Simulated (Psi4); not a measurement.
Psi4 input (wB97X-D/6-311+G**):

```
memory 1500 MB

molecule {
1 1
N    -0.00000000   -0.00000000   -0.90472069
P     0.00000000    0.00000000    0.55016401
H    -0.00000000   -0.00000000   -1.91941528
symmetry c1
no_reorient
no_com
}

set {
  basis 6-311+G**
  reference rks
  scf_type pk
  dft_radial_points 99
  dft_spherical_points 590
  e_convergence 1e-8
  d_convergence 1e-7
  maxiter 150
}

e = energy('wb97x-d')
print_out(f'\nFINAL {e:.10f} DIPOLE {variable("CURRENT DIPOLE")[0]:.6f} {variable("CURRENT DIPOLE")[1]:.6f} {variable("CURRENT DIPOLE")[2]:.6f}\n')
```

From the last part of the output:

```
      36A      0.863520    37A      1.039869    38A      1.211503
      39A      1.211503    40A      1.361995    41A      1.361995
      42A      1.444838    43A      1.740438    44A      1.740439
      45A      1.945854    46A      2.242471    47A      2.242471
      48A      2.555350    49A      3.226814    50A      3.601569
      51A      3.601569    52A      4.302727    53A      6.849034
      54A     13.606716    55A     13.606716    56A     13.931698
      57A     35.251718    58A    163.060719

    Final Occupation by Irrep:
              A
    DOCC [    11 ]
    NA   [    11 ]
    NB   [    11 ]

  @RKS Final Energy:  -396.37124017384804

   => Energetics <=

    Nuclear Repulsion Energy =             45.0558432492672551
    One-Electron Energy =                -629.0450675046452034
    Two-Electron Energy =                 209.4278372118862137
    DFT Exchange-Correlation Energy =     -21.8097572657314771
    Empirical Dispersion Energy =          -0.0000958646248441
    VV10 Nonlocal Energy =                  0.0000000000000000
    Total Energy =                       -396.3712401738480935

Computation Completed

Properties will be evaluated at   0.000000,   0.000000,   0.000000 [a0]

Properties computed using the SCF density matrix

 Multipole Moments:

 ------------------------------------------------------------------------------------
     Multipole            Electronic (a.u.)      Nuclear  (a.u.)        Total (a.u.)
 ------------------------------------------------------------------------------------

 L = 1.  Multiply by 2.5417464519 to convert [e a0] to [Debye]
 Dipole X            :         -0.0000000            0.0000000           -0.0000000
 Dipole Y            :          0.0000000            0.0000000            0.0000000
 Dipole Z            :         -0.0360255            0.0000001           -0.0360254
 Magnitude           :                                                    0.0360254

 ------------------------------------------------------------------------------------

FINAL -396.3712401738 DIPOLE -0.000000 0.000000 -0.036025

*** Psi4 exiting successfully. Buy a developer a beer!
```

The dipole moment of an ion depends on the origin.

The geometry given is a B3LYP-D3(BJ)/def2-TZVP minimum.
